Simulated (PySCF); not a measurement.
**Dipole response of Cl³⁺ (chlorine, charge +3)**

[Ne] 3s2 3p2, high-spin 3P determinant. Calculation: PySCF 2.14, in x2c-QZVPPall with one added diffuse shell each of s, p, d, f type (10s7p5d3f1g, 86 functions); scalar relativity by spin-free X2C-1e. Coupled (time-dependent) response in atomic units; α is the mean over directions.

| method | mean α (bohr³) | α xx, yy, zz | C₆ (like pair) | S(−4) |
| --- | --- | --- | --- | --- |
| UHF | 4.467 | 4.771, 4.315, 4.315 | 12.20 | 8.194 |
| PBE | 4.321 | 4.589, 4.187, 4.187 | 11.71 | 7.120 |
| PBE0 | 4.343 | 4.626, 4.202, 4.202 | 11.78 | 7.265 |
| M06 | 4.259 | 4.499, 4.139, 4.139 | 11.30 | 7.042 |
| LC-wPBE | 4.336 | 4.613, 4.197, 4.197 | 11.73 | 7.301 |

S(−4) is the Cauchy moment in α(ω) = α(0) + S(−4) ω² + …

α(iu) at UHF:

| u (hartree) | α(iu) (bohr³) |
| --- | --- |
| 0 | 4.467 |
| 0.0500 | 4.447 |
| 0.100 | 4.388 |
| 0.200 | 4.172 |
| 0.300 | 3.868 |
| 0.500 | 3.171 |
| 0.750 | 2.381 |
| 1.00 | 1.787 |
| 1.50 | 1.070 |
| 2.00 | 0.7059 |
| 3.00 | 0.3802 |
| 5.00 | 0.1751 |

A single London oscillator, α(iu) = α/(1 + u²/ω²), gives C₆ = (3/4) ω α². Matching the computed C₆ needs ω = 4 × 12.20 / (3 × 4.467²) = 0.815 hartree.

For an ion, C₆ is the dispersion term alone; charge-induced terms of lower order in 1/R come first.

The components differ because the open shell of this determinant is not spherical; for a pure term their mean is the scalar polarisability.
